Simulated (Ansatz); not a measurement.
Au₂O⁺, relaxed as a doublet with UKS r2SCAN-D4/def2-TZVP in Ansatz, starting from the GFN2-xTB geometry. Force threshold 0.02 eV/Å.

In the def2 sets Au takes a core potential; there is no spin–orbit coupling. The relaxation made no stability test and no search for a lower SCF solution. No other spin state of charge 1 was run. The structure comes from a short search, and lower isomers may exist.

Start:

Cartesian coordinates in Å:
```
Au -1.542 -0.776 0.451
Au 1.276 0.965 -0.792
O 0.267 -0.189 0.341
```

Q: Estimate the energy that the relaxation releases and the steps that it takes.

A: 0.06 eV, in 5 steps; 5.5 s on 4 threads of Intel Xeon 6975P-C on a shared host. No frequencies were taken in this run, so the end may be a saddle point.

Q: Does the start keep its bonding and symmetry?

A: By distances, no bond broke or formed. The bond that changes most is Au1–O3, from 1.91 to 1.94 Å (atoms count from 1). The end is the same structure that another start reached, the lowest one found. Point group C2v at the start, C2v at the end, both within 0.05 Å.

Q: Predict the relaxed structure.

A: 
```xyz
3

Au   -1.518   -0.695    0.355
Au    1.152    0.954   -0.822
O     0.366   -0.259    0.467
```
Bond lengths (bridged metal pairs left out): 2 × Au–O 1.94 Å.
